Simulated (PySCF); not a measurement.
Compound: (GeH3)3P, Ge3H9P.
Atom-mapped SMILES: `[GeH3:1][P:2]([GeH3:3])[GeH3:4]` (hydrogens: H5, H6, H7 on Ge1; H8, H9, H10 on Ge3; H11, H12, H13 on Ge4)

Method: PySCF 2.14.0, PBE0-D3(BJ)/def2-SVP geometry optimisation, gas phase; density fitting, grid level 1; the optimiser is geomeTRIC in internal coordinates, started from a GFN2-xTB structure with every atom displaced at random (about 0.01 Å).

Geometry at step 0:
```
atom  x, y, z in Å
Ge1     1.8641   -0.7118   -0.0998
P2      0.0645    0.2115   -1.2613
Ge3    -0.3348    1.9302    0.2154
Ge4    -1.4825   -1.1991   -0.3859
H5      1.6487   -0.9056    1.3647
H6      2.1985   -2.0210   -0.6856
H7      3.0623    0.1916   -0.2533
H8     -0.3619    1.5697    1.6788
H9      0.7601    2.9780    0.1131
H10    -1.6202    2.6037   -0.0908
H11    -2.8997   -0.7212   -0.7398
H12    -1.5052   -1.3802    1.1202
H13    -1.3881   -2.5625   -0.9861
```

Question: Give the atomic forces at this geometry.

Answer: 
```csv
atom,Fx (eV/Å),Fy (eV/Å),Fz (eV/Å)
Ge1,-0.235,0.860,-0.269
P2,0.494,0.085,-0.043
Ge3,0.640,0.106,0.086
Ge4,-1.009,0.107,0.147
H5,-0.342,-0.054,0.896
H6,0.201,-1.172,-0.618
H7,0.412,0.427,-0.143
H8,-0.038,-0.452,0.593
H9,0.372,0.215,-0.228
H10,-0.990,0.378,-0.371
H11,-0.050,0.229,-0.115
H12,0.254,0.081,0.506
H13,0.290,-0.811,-0.442
```

The largest, 1.34 eV/Å, acts on H6; the rms over all components is 0.483 eV/Å. The forces sum to zero within rounding, as they must for an isolated molecule in no field.

Question: Give the force on H6 in Eh/bohr and in nN.

Answer: 1.340 eV/Å ÷ 51.422 = 0.02607 Eh/bohr, and 1.340 eV/Å × 1.602 = 2.15 nN.

Question: How far is this geometry from the end of the optimisation?

Answer: 0.256 eV above it, and 0.061 Å rms away after alignment. The bonds farthest from their final lengths, with half the difference of the two atoms' forces along the bond (positive lengthens):

```csv
bond,now (Å),final (Å),force along bond (eV/Å)
Ge1–H6,1.473,1.539,+1.02
Ge3–H10,1.483,1.539,+0.82
P2–Ge4,2.269,2.324,+0.54
Ge1–H5,1.493,1.543,+0.64
Ge4–H13,1.493,1.539,+0.58
Ge3–H8,1.507,1.543,+0.32
```

The angle farthest from its final value is P2–Ge4–H12, 117.9° against 112.4°.

Of the 6 listed bonds off by 0.010 Å or more, this force points towards the final length in 6.

The cost below is that of the whole optimisation. Time: 97 s of wall time; peak memory 0.80 GiB. Hardware: Intel Xeon Platinum 8259CL at 2.50 GHz, one thread, no GPU, shared host with 96 logical CPUs at a one-minute load of 35.
